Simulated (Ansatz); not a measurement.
C₃H₆OSSi (`C=C([SiH3])C(=O)S`), relaxed with RKS PBE-D4/def2-SVP in the Gaussian-basis code of Ansatz from a rough embedded geometry. The force threshold is 0.03 eV/Å; the program also tests the step.

The species carries charge 0 and has multiplicity 1.

Start:

```xyz
12

C     0.806   -0.482   -1.227
C     0.024    0.041   -0.245
Si    0.707    1.146    1.027
C    -1.426   -0.109   -0.072
O    -2.219    0.784    0.139
S    -2.070   -1.781   -0.378
H     1.832   -0.338   -1.301
H     0.300   -1.096   -1.979
H     0.214    0.768    2.418
H     0.501    2.564    0.741
H     2.211    0.931    1.096
H    -0.881   -2.427   -0.219
```

Q: By how much does the energy fall, and how many steps does the optimiser take? (Estimate.)

A: The calculation gave: 34.38 kJ/mol, in 13 steps.

Q: Which bonds change most? (Best estimate.)

A: Computed: C2–Si3 from 1.818 to 1.905 Å; C1–H7 from 1.038 to 1.102 Å; Si3–H10 from 1.461 to 1.501 Å; C2–C4 from 1.467 to 1.496 Å.

Q: Give the relaxed structure. (An estimate is asked.)

A: The calculation gave: 
```xyz
12

C     0.819   -0.642   -1.077
C     0.068   -0.043   -0.127
Si    0.765    1.277    1.057
C    -1.413   -0.205    0.008
O    -2.088    0.659    0.546
S    -2.239   -1.694   -0.615
H     1.900   -0.443   -1.165
H     0.383   -1.329   -1.825
H     0.335    0.994    2.466
H     0.323    2.652    0.651
H     2.266    1.196    0.959
H    -1.118   -2.422   -0.878
```
